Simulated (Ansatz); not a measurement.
A calculation with Ansatz (development build ahead of 0.2.0).

```yaml
crystal:
  periodic: [false, false, false]
  atoms:
    - { symbol: V, position_ang: [0.0, 0.0, 0.0] }
    - { symbol: Br, position_ang: [0.0, 0.0, 2.232] }
basis:
  gaussian: { orbitals: pcseg-2 }
magnetization:
  spin_polarized: true
  initial_magnetization: 4
hamiltonian:
  xc: pbe
```

The input is written out in the form of the current development build from the run's settings.

Output:

* Converged: yes
* Total energy: -3517.60744 hartree
* Spin squared of the determinant: 6.020
* Stability test: minimum

Caution: other spin multiplicities were not run.
